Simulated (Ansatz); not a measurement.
The cluster Cu2F2. Total charge 0; triplet. Geometry PBE0-D4/def2-SVPD, that of the charge -1 doublet; atoms count from 1.

```
atom   x (Å)   y (Å)   z (Å)
 Cu1  -1.914   0.337  -0.298
 Cu2   0.623  -0.063   0.074
  F3  -0.851  -1.130   0.499
  F4   2.141   0.856  -0.275
```

At PBE0-D4/def2-TZVPD a singlet of charge 0 lies 1.45 eV below the triplet at the same geometry. The structure comes from a short search, and lower isomers may exist.

**Question.** Estimate the Mulliken populations from the PBE0/def2-TZVPD orbitals of Ansatz.

**Answer.** 
| atom | charge (e) | spin (α − β) | d electrons |
| --- | --- | --- | --- |
| Cu1 | 0.36 | 1.26 | 9.58 |
| Cu2 | 0.61 | 0.65 | 9.40 |
| F3 | -0.42 | 0.01 | – |
| F4 | -0.54 | 0.08 | – |
Mulliken values depend strongly on the basis. With diffuse functions, as here, like atoms can get unlike values, and bond orders can come out too low or too high.

**Question.** Where does the spin sit?

**Answer.** Summed by element: Cu 1.91, F 0.09, of 2 unpaired in all. Largest on single atoms: Cu1 1.26, Cu2 0.65, F4 0.08.

**Question.** And the Mayer bond orders between heavy atoms (over 0.3)?

**Answer.** Cu1–Cu2 0.84 (2.60 Å); Cu2–F4 0.62 (1.81 Å).
